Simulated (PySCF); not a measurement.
# Bond curve of TlH

Set-up: PySCF, scalar-relativistic core potentials, basis sets Tl def2-SVPD with ECP60, H def2-SVPD. Energies in eV from Tl + H in their ground configurations at the same level. State: ¹Σ⁺ (singlet), closed shell.

All columns are BHandHLYP. A positive dipole means Tl(−)H(+).

```json
{"R (Å)": "1.649", "E (eV)": "-2.154", "μ (D)": "-0.10", "Mulliken charge on Tl (basis-dependent)": "0.07", "HOMO (eV)": "-6.43", "LUMO (eV)": "-0.99", "Mayer bond order": "0.98", "⟨S²⟩": "0.00"}
{"R (Å)": "1.726", "E (eV)": "-2.341", "μ (D)": "-0.50", "Mulliken charge on Tl (basis-dependent)": "0.09", "HOMO (eV)": "-6.50", "LUMO (eV)": "-0.99", "Mayer bond order": "0.97", "⟨S²⟩": "0.00"}
{"R (Å)": "1.803", "E (eV)": "-2.445", "μ (D)": "-0.91", "Mulliken charge on Tl (basis-dependent)": "0.12", "HOMO (eV)": "-6.55", "LUMO (eV)": "-1.01", "Mayer bond order": "0.97", "⟨S²⟩": "0.00"}
{"R (Å)": "1.861", "E (eV)": "-2.482", "μ (D)": "-1.21", "Mulliken charge on Tl (basis-dependent)": "0.13", "HOMO (eV)": "-6.57", "LUMO (eV)": "-1.02", "Mayer bond order": "0.97", "⟨S²⟩": "0.00"}
{"R (Å)": "1.918", "E (eV)": "-2.491", "μ (D)": "-1.51", "Mulliken charge on Tl (basis-dependent)": "0.15", "HOMO (eV)": "-6.57", "LUMO (eV)": "-1.04", "Mayer bond order": "0.96", "⟨S²⟩": "0.00"}
{"R (Å)": "1.976", "E (eV)": "-2.476", "μ (D)": "-1.81", "Mulliken charge on Tl (basis-dependent)": "0.16", "HOMO (eV)": "-6.57", "LUMO (eV)": "-1.06", "Mayer bond order": "0.96", "⟨S²⟩": "0.00"}
{"R (Å)": "2.052", "E (eV)": "-2.429", "μ (D)": "-2.20", "Mulliken charge on Tl (basis-dependent)": "0.18", "HOMO (eV)": "-6.55", "LUMO (eV)": "-1.09", "Mayer bond order": "0.96", "⟨S²⟩": "0.00"}
{"R (Å)": "2.148", "E (eV)": "-2.335", "μ (D)": "-2.69", "Mulliken charge on Tl (basis-dependent)": "0.20", "HOMO (eV)": "-6.49", "LUMO (eV)": "-1.13", "Mayer bond order": "0.95", "⟨S²⟩": "0.00"}
{"R (Å)": "2.263", "E (eV)": "-2.188", "μ (D)": "-3.25", "Mulliken charge on Tl (basis-dependent)": "0.21", "HOMO (eV)": "-6.40", "LUMO (eV)": "-1.19", "Mayer bond order": "0.95", "⟨S²⟩": "0.00"}
{"R (Å)": "2.417", "E (eV)": "-1.956", "μ (D)": "-3.98", "Mulliken charge on Tl (basis-dependent)": "0.23", "HOMO (eV)": "-6.24", "LUMO (eV)": "-1.28", "Mayer bond order": "0.95", "⟨S²⟩": "0.00"}
```

A fit through these points gives, at Re = 1.909 Å, μ = -1.46 D and dμ/dR = -5.23 D/Å; the reduced mass is 1.003 u.

Problem. How strong is the fundamental in the double-harmonic approximation, I = 42.26·(dμ/dR)²/μred km/mol?

Solution. I = 42.26·(-5.23)²/1.003 = 1150 km/mol at BHandHLYP.

These are scalar-relativistic numbers at best; spin–orbit coupling would shift them, the dissociation energy most.
